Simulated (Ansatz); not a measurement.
Basis-set series for ClF2Ge, SMILES `[F][Ge]([F])[Cl]` radical. The species carries charge 0 and has multiplicity 2. Geometry: relaxed with PBE0-D4/def2-TZVP.

Z-matrix (Å, degrees):
```
Ge
F 1 1.725
Cl 1 2.139 2 108.3
F 1 1.725 2 104.5 3 115.4
```

| functional | basis | functions | energy (Eh) | HOMO (eV) | LUMO (eV) |
| --- | --- | --- | --- | --- | --- |
| PBE0-D4 | def2-SVP | 78 | -2735.80167 | -8.09 | -4.64 |
| PBE0-D4 | def2-TZVPP | 152 | -2736.48046 | -8.22 | -4.73 |
| ωB97M-V | def2-SVP | 78 | -2736.21944 | -10.10 | -2.70 |
| ωB97M-V | def2-TZVPP | 152 | -2736.89984 | -10.26 | -2.86 |

(1) Give the rows for def2-QZVPP. (Estimate.)

Results:

(1) Ansatz gave: 
```csv
functional,basis,functions,energy (Eh),HOMO (eV),LUMO (eV)
PBE0-D4,def2-QZVPP,273,-2736.55082,-8.26,-4.78
ωB97M-V,def2-QZVPP,273,-2736.96751,-10.32,-2.96
```

HOMO and LUMO are taken over both spins. Scalar relativity is left out up to krypton.
